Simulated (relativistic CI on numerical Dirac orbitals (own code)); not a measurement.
**Nd2+: 5s photoemission**

Computed with this model: Dirac-Coulomb-Breit CI, orbitals from a KLI potential per configuration, a model potential for QED, valence Slater integrals scaled by 0.8, multiplet model of photoemission in the sudden approximation; configurations [Xe] 4f4 → [Kr] 4d10 4f4 5s 5p6; 300 K; Lorentzian 1.5 eV and Gaussian 0.6 eV FWHM. Energies are those of the free ion, without screening or charge transfer. The energies are binding energies and can lie tens of eV above those of solids. Without intra-shell correlation the exchange splitting of an s hole comes out too large, often by half or more. S is read from ⟨S²⟩ = S(S + 1).

free ion: ground-state S = 1.98, centroid 61.53 eV. Peaks (eV, height): 60.6 (100), 63.0 (68).

Strongest unbroadened transitions for free ion:

```csv
Energy (eV),Relative strength
60.56,0.4
60.60,100.0
60.68,0.4
60.70,38.4
62.63,0.0
62.77,0.0
62.83,0.1
62.90,0.0
62.91,16.5
62.97,65.4
63.03,0.3
63.11,0.1
63.25,4.7
63.29,0.0
63.70,0.0
64.17,0.0
64.56,0.1
```
